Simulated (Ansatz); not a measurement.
The cluster Ti2H4. Charge 0, multiplicity 1. Geometry r2SCAN-D4/def2-TZVP; atoms count from 1.

```xyz
6

Ti    0.220   -0.185   -0.748
Ti   -0.271    0.760    1.083
H     0.251    1.679   -0.416
H     1.473   -1.428   -0.692
H    -1.576    0.190   -0.092
H    -0.096   -1.016    0.866
```

The restricted singlet is unstable: a solution with broken spin symmetry lies lower. The geometry of the singlet was relaxed on an unsound state (restricted singlet, unstable towards broken spin symmetry). At PBE0-D4/def2-TZVP a quintet of charge 0 lies 0.84 eV below the restricted singlet, each at its own geometry. The structure comes from a short search, and lower isomers may exist.

Question: Estimate the Mulliken populations from the PBE0/def2-TZVP orbitals of Ansatz.

Answer: 
```json
{"atom": "Ti1", "charge (e)": "0.40", "d electrons": "2.68"}
{"atom": "Ti2", "charge (e)": "0.30", "d electrons": "2.82"}
{"atom": "H3", "charge (e)": "-0.21", "d electrons": "–"}
{"atom": "H4", "charge (e)": "-0.21", "d electrons": "–"}
{"atom": "H5", "charge (e)": "-0.19", "d electrons": "–"}
{"atom": "H6", "charge (e)": "-0.09", "d electrons": "–"}
```
Mulliken values and Mayer orders depend strongly on the basis.

Question: And the Mayer bond orders between bonded heavy atoms (over 0.3)?

Answer: Ti1–Ti2 2.48 (2.12 Å).
